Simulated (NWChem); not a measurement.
System: BH$_{2}$O$_{2}$Cl; SMILES OB(O)Cl

NWChem input:

```
start job
memory heap 200 mb stack 900 mb global 1100 mb
geometry units angstroms noautosym nocenter noautoz
  B     -0.018430     0.443763     0.000000
  Cl     0.023555    -1.341719     0.000000
  O     -1.234863     1.049285     0.000000
  H     -1.137150     2.019658     0.000000
  O      1.136216     1.175458     0.000000
  H      1.928906     0.610853     0.000000
end
basis spherical
  * library def2-svp
end
dft
  xc pbe0
  iterations 150
end
property
  efieldgrad
end
task dft property
```

Parts of the log:

```
             Northwest Computational Chemistry Package (NWChem) 7.3.0
             --------------------------------------------------------

                             Geometry "geometry" -> ""
                             -------------------------

 Output coordinates in angstroms (scale by  1.889725989 to convert to a.u.)

  No.       Tag          Charge          X              Y              Z
 ---- ---------------- ---------- -------------- -------------- --------------
    1 B                    5.0000    -0.01843000     0.44376300     0.00000000
    2 Cl                  17.0000     0.02355500    -1.34171900     0.00000000
    3 O                    8.0000    -1.23486300     1.04928500     0.00000000
    4 H                    1.0000    -1.13715000     2.01965800     0.00000000
    5 O                    8.0000     1.13621600     1.17545800     0.00000000
    6 H                    1.0000     1.92890600     0.61085300     0.00000000

 Effective nuclear repulsion energy (a.u.)     143.7652055894

                              NWChem Property Module
                              ----------------------

  itol2e modified to match energy
  convergence criterion.

                                 NWChem DFT Module
                                 -----------------

 Summary of "ao basis" -> "ao basis" (spherical)
 ------------------------------------------------------------------------------
       Tag                 Description            Shells   Functions and Types
 ---------------- ------------------------------  ------  ---------------------
 B                          def2-svp                 6       14   3s2p1d
 Cl                         def2-svp                 8       18   4s3p1d
 O                          def2-svp                 6       14   3s2p1d
 H                          def2-svp                 3        5   2s1p

  itol2e modified to match energy
  convergence criterion.

            General Information
            -------------------
          SCF calculation type: DFT
          Wavefunction type:  closed shell.
          No. of atoms     :     6
          No. of electrons :    40
           Alpha electrons :    20
            Beta electrons :    20
          Charge           :     0
          Spin multiplicity:     1
          Use of symmetry is: off; symmetry adaption is: off
          Maximum number of iterations: 150
          AO basis - number of functions:    70
                     number of shells:    32
          Convergence on energy requested:  1.00D-07
          Convergence on density requested:  1.00D-05
          Convergence on gradient requested:  5.00D-04

              XC Information
              --------------
                         PBE0 Method XC Functional
                     Hartree-Fock (Exact) Exchange  0.250
          PerdewBurkeErnzerhof Exchange Functional  0.750
            Perdew 1991 LDA Correlation Functional  1.000 local
           PerdewBurkeErnz. Correlation Functional  1.000 non-local

             Grid Information
             ----------------
          Grid used for XC integration:  fine
          Radial quadrature: Mura-Knowles
          Angular quadrature: Lebedev.
          Tag              B.-S. Rad. Rad. Pts. Rad. Cut. Ang. Pts.
          ---              ---------- --------- --------- ---------
          B                   0.85       70           8.0       590
          Cl                  1.00      123          10.0       770
          O                   0.60       70          10.0       590
          H                   0.35       60          10.0       590
          Grid pruning is: on
          Number of quadrature shells:   453
          Spatial weights used:  Erf1

      Superposition of Atomic Density Guess
      -------------------------------------

 Sum of atomic energies:        -634.20837962

      Non-variational initial energy
      ------------------------------

 Total energy =    -635.525510
 1-e energy   =   -1159.809748
 2-e energy   =     380.519033
 HOMO         =      -0.436041
 LUMO         =       0.077293

[...]

          -----------------------
          Electric field gradient
          -----------------------

 1 a.u. = 0.324123 10**(16) esu/cm**3  ( or statvolts/cm**2 ) = 0.97174 10**(22) v/m**2

 ------------------------------------------------------------
   Atom      X         Y         Z
 ------------------------------------------------------------
    1 B   -0.03483   0.83859   0.00000
 ------------------------------------------------------------

 Electric field gradient in molecular frame (a.u.)
         XX             YY             ZZ             XY             XZ             YZ
 ------------------------------------------------------------------------------------------
        0.182971       0.057138      -0.240109      -0.017285       0.000000      -0.000000

 Principal components (a.u.) and orientation
 of principal axis w.r.t. absolute frame                      Asymmetry parameter eta
 --------------------------------------------------------------------------------------
       -0.240109       0.185302       0.054807                       0.543483

       -0.000000       0.991028       0.133654
        0.000000      -0.133654       0.991028
        1.000000       0.000000      -0.000000

 ------------------------------------------------------------
   Atom      X         Y         Z
 ------------------------------------------------------------
    2 Cl   0.04451  -2.53548   0.00000
 ------------------------------------------------------------

 Electric field gradient in molecular frame (a.u.)
         XX             YY             ZZ             XY             XZ             YZ
 ------------------------------------------------------------------------------------------
        1.324078      -2.113158       0.789080       0.068694       0.000000       0.000000

 Principal components (a.u.) and orientation
 of principal axis w.r.t. absolute frame                      Asymmetry parameter eta
 --------------------------------------------------------------------------------------
       -2.114530       1.325450       0.789080                       0.253659

       -0.019973       0.999801      -0.000000
        0.999801       0.019973       0.000000
       -0.000000       0.000000       1.000000

 ------------------------------------------------------------
   Atom      X         Y         Z
 ------------------------------------------------------------
    3 O   -2.33355   1.98286   0.00000
 ------------------------------------------------------------

 Electric field gradient in molecular frame (a.u.)
         XX             YY             ZZ             XY             XZ             YZ
 ------------------------------------------------------------------------------------------
        0.368890      -1.225804       0.856914       0.433542       0.000000       0.000000

 Principal components (a.u.) and orientation
 of principal axis w.r.t. absolute frame                      Asymmetry parameter eta
 --------------------------------------------------------------------------------------
       -1.336048       0.856914       0.479134                       0.282759

       -0.246443       0.000000       0.969157
        0.969157       0.000000       0.246443
       -0.000000       1.000000      -0.000000

 ------------------------------------------------------------
   Atom      X         Y         Z
 ------------------------------------------------------------
    4 H   -2.14890   3.81660   0.00000
 ------------------------------------------------------------

 Electric field gradient in molecular frame (a.u.)
         XX             YY             ZZ             XY             XZ             YZ
 ------------------------------------------------------------------------------------------
        0.199024      -0.426588       0.227564      -0.050029       0.000000      -0.000000

 Principal components (a.u.) and orientation
 of principal axis w.r.t. absolute frame                      Asymmetry parameter eta
 --------------------------------------------------------------------------------------
       -0.430564       0.227564       0.202999                       0.057053

        0.079214       0.000000       0.996858
        0.996858      -0.000000      -0.079214
        0.000000       1.000000      -0.000000

 ------------------------------------------------------------
   Atom      X         Y         Z
 ------------------------------------------------------------
    5 O    2.14714   2.22129   0.00000
 ------------------------------------------------------------

 Electric field gradient in molecular frame (a.u.)
         XX             YY             ZZ             XY             XZ             YZ
 ------------------------------------------------------------------------------------------
       -1.196833       0.312870       0.883963       0.439157      -0.000000      -0.000000

 Principal components (a.u.) and orientation
 of principal axis w.r.t. absolute frame                      Asymmetry parameter eta
 --------------------------------------------------------------------------------------
       -1.315286       0.883963       0.431323                       0.344138

        0.965495      -0.000000       0.260420
       -0.260420      -0.000000       0.965495
        0.000000       1.000000       0.000000

 ------------------------------------------------------------
   Atom      X         Y         Z
 ------------------------------------------------------------
    6 H    3.64510   1.15434   0.00000
 ------------------------------------------------------------

 Electric field gradient in molecular frame (a.u.)
         XX             YY             ZZ             XY             XZ             YZ
 ------------------------------------------------------------------------------------------
       -0.231345       0.000749       0.230596       0.297151      -0.000000      -0.000000

[...]
```

Level: PBE0/def2-SVP. All runs use the structure optimised with PBE-D3(BJ)/def2-SVP. NWChem prints the field gradient with the sign opposite to the second derivative of the potential.
